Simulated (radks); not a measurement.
The carbon ion C2+ inside a hard spherical wall (all orbitals vanish at R), configuration held at [He] 2s2 and not refilled when levels cross. Calculated with a radial shooting solver on a logarithmic mesh with Libxc functionals: scalar-relativistic Kohn-Sham, LDA (Slater exchange, Perdew-Wang correlation), spin-polarised, spherical densities, point nucleus. Eigenvalues in eV for spin up, with the zero of energy where the potential of the charges vanishes at infinity; a dash marks a level that is unbound or too diffuse for the functional's potential to be trusted. A positive occupied level is held by the wall or, in an anion where self-interaction has pushed it up, behind a barrier. The pressure on the wall is -dE/dV.

R (bohr)  E (hartree)  kinetic (hartree)    e(1s)    e(2s)  e(2p, empty)  e(3s, empty)  pressure (GPa)
free        -36.14544             35.997  -305.97  -40.170       -31.847       -11.706               0
15          -36.14544             35.997  -305.97  -40.170       -31.847       -11.706        < 0.0001
7           -36.14544             35.997  -305.97  -40.170       -31.846       -11.374        0.000119
5           -36.14511             36.002  -305.94  -40.153       -31.823        -8.570          0.0899
4           -36.13986             36.052  -305.70  -39.963       -31.589        -2.081            2.23
3.5         -36.12410             36.171  -305.16  -39.505       -31.069         5.529            10.7
2           -35.22709             39.625  -293.90  -22.900       -16.356        111.94            1330
